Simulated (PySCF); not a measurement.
Bi³⁺ (bismuth, charge +3) across methods

[Xe] 4f14 5d10 6s2, closed-shell 1S. All numbers are calculated (PySCF 2.14, a scalar-relativistic core potential, in aug-cc-pVTZ-PP with ECP60MDF (6s5p4d2f, 55 functions)).

```json
{"method": "UHF", "E (hartree)": "-211.88287", "mean ε 5p (eV)": "-143.88", "mean ε 5d (eV)": "-63.531", "mean ε 6s (eV)": "-42.877", "Σ⟨r²⟩ (bohr²)": "34.34", "⟨S²⟩": "0.000"}
{"method": "LDA", "E (hartree)": "-212.5369", "mean ε 5p (eV)": "-124.76", "mean ε 5d (eV)": "-54.791", "mean ε 6s (eV)": "-40.414", "Σ⟨r²⟩ (bohr²)": "34.26", "⟨S²⟩": "0.000"}
{"method": "r2SCANh", "E (hartree)": "-212.9159", "mean ε 5p (eV)": "-129.18", "mean ε 5d (eV)": "-56.450", "mean ε 6s (eV)": "-40.495", "Σ⟨r²⟩ (bohr²)": "34.07", "⟨S²⟩": "0.000"}
{"method": "PBE0", "E (hartree)": "-212.8489", "mean ε 5p (eV)": "-129.93", "mean ε 5d (eV)": "-57.219", "mean ε 6s (eV)": "-40.937", "Σ⟨r²⟩ (bohr²)": "34.15", "⟨S²⟩": "0.000"}
{"method": "MN15", "E (hartree)": "-212.4147", "mean ε 5p (eV)": "-127.06", "mean ε 5d (eV)": "-57.259", "mean ε 6s (eV)": "-42.368", "Σ⟨r²⟩ (bohr²)": "34.23", "⟨S²⟩": "0.000"}
{"method": "r2SCAN", "E (hartree)": "-212.9389", "mean ε 5p (eV)": "-127.50", "mean ε 5d (eV)": "-55.548", "mean ε 6s (eV)": "-40.076", "Σ⟨r²⟩ (bohr²)": "34.06", "⟨S²⟩": "0.000"}
{"method": "PBE", "E (hartree)": "-212.8739", "mean ε 5p (eV)": "-124.88", "mean ε 5d (eV)": "-54.710", "mean ε 6s (eV)": "-39.923", "Σ⟨r²⟩ (bohr²)": "34.17", "⟨S²⟩": "0.000"}
{"method": "TPSS", "E (hartree)": "-212.7891", "mean ε 5p (eV)": "-125.41", "mean ε 5d (eV)": "-54.773", "mean ε 6s (eV)": "-39.757", "Σ⟨r²⟩ (bohr²)": "34.16", "⟨S²⟩": "0.000"}
{"method": "PW91", "E (hartree)": "-212.9494", "mean ε 5p (eV)": "-125.00", "mean ε 5d (eV)": "-54.792", "mean ε 6s (eV)": "-40.027", "Σ⟨r²⟩ (bohr²)": "34.17", "⟨S²⟩": "0.000"}
```

Energies and moments cover only the electrons outside the core potential. Spin-orbit coupling, which splits the p, d and f shells strongly at this Z, is absent.
